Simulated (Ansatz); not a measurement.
Geometry optimisation, RKS B3LYP/cc-pVDZ (Ansatz).

The input (input.yaml):

```yaml
crystal:
  periodic: [false, false, false]
  atoms:
    - { symbol: B, position_ang: [-0.014778, 0.422757, -0.341879] }
    - { symbol: F, position_ang: [0.053345, 0.108873, 2.164842] }
    - { symbol: O, position_ang: [1.178456, -0.170324, -0.631028] }
    - { symbol: H, position_ang: [1.111998, -1.080668, -0.951273] }
    - { symbol: O, position_ang: [-1.263009, -0.080745, -0.559966] }
    - { symbol: H, position_ang: [-1.281203, -0.995248, -0.874599] }
    - { symbol: H, position_ang: [0.038918, 1.551383, 0.057546] }
    - { symbol: H, position_ang: [0.085772, 0.970872, 1.824157] }
basis:
  gaussian: { orbitals: cc-pVDZ }
hamiltonian:
  xc: b3lyp
relax:
  f_tol: 0.03
  max_steps: 50
```

Run as:

```bash
$ ansatz run input.yaml --threads 1 --pin off --max-ram 2048MiB --backend cpu --events-out ev --progress --plain --runs-dir out
```

Q: Where does it end, and by what steps?

A: The run converged. After 5 steps the energy has fallen by 0.027 eV; F2 moved furthest, 0.26 Å.

```csv
step,energy less start (eV),largest force component (eV/Å),accepted
0,0.0000,0.290,yes
1,-0.0186,0.486,yes
2,-0.0237,0.209,yes
3,-0.0261,0.119,yes
4,-0.0265,0.045,yes
5,-0.0267,0.028,yes
```

```xyz
8
Properties=species:S:1:pos:R:3
B -0.015 0.397 -0.375
F 0.068 0.225 2.401
O 1.176 -0.190 -0.675
H 1.111 -1.083 -1.042
O -1.263 -0.101 -0.596
H -1.287 -0.995 -0.965
H 0.041 1.508 0.100
H 0.077 0.966 1.838
```

Whether the end is a true minimum wasn't checked by a vibrational analysis.

Run time: 16 s on 1 thread of Arm Neoverse V1, with other jobs on the host, peak memory 0.13 GiB.
